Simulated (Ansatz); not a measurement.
Input for Ansatz (an electronic-structure program): R-r2SCAN/def2-TZVPP on isopropylamine (SMILES CC(C)N), a point of a torsion scan.

Ansatz 0.2 input:
```yaml
crystal:
  periodic: [false, false, false]
  atoms:
    - {symbol: C, position_ang: [-0.57567867, 1.27217245, 0.27131011]}
    - {symbol: C, position_ang: [-0.05996355, -0.04571655, -0.32378282]}
    - {symbol: C, position_ang: [0.61994600, 0.18446818, -1.66998619]}
    - {symbol: N, position_ang: [0.90426077, -0.63609361, 0.59812356]}
    - {symbol: H, position_ang: [-0.06377966, 2.11997537, -0.17506046]}
    - {symbol: H, position_ang: [-0.41050668, 1.29207597, 1.34441184]}
    - {symbol: H, position_ang: [-1.64012184, 1.38985209, 0.08151816]}
    - {symbol: H, position_ang: [-0.92460059, -0.71945396, -0.48681164]}
    - {symbol: H, position_ang: [0.91369338, -0.76218339, -2.11966081]}
    - {symbol: H, position_ang: [1.51063237, 0.79079060, -1.52752712]}
    - {symbol: H, position_ang: [-0.05627982, 0.69555096, -2.35034073]}
    - {symbol: H, position_ang: [1.30913989, -1.47530298, 0.19725975]}
    - {symbol: H, position_ang: [0.45134111, -0.89329360, 1.46818343]}
basis:
  gaussian:
    orbitals: def2-TZVPP
hamiltonian:
  xc: {name: r2SCAN}
scf: {lower_state_search: off}
```

The head of its log:

```
WARN ansatz: RAYON_NUM_THREADS=1 ignored (pool sized by the plan → 1); use --threads N
Functional definition: r2SCAN
these checks for a lower state are left out or cut short: stability, starts, cluster_reference, orbital_swaps, neighbouring_geometries, increment
integrals: 0.15 GiB planned
1226 factors; their error is unknown
mean field: 1.27 GiB planned
mean field evaluation 1: about -4731.8434 eV, gradient 8.2e1 eV
mean field evaluation 2: about -4713.5357 eV, gradient 1.2e2 eV
```

Task: Predict the final total energy.

Result: -174.4440 hartree.
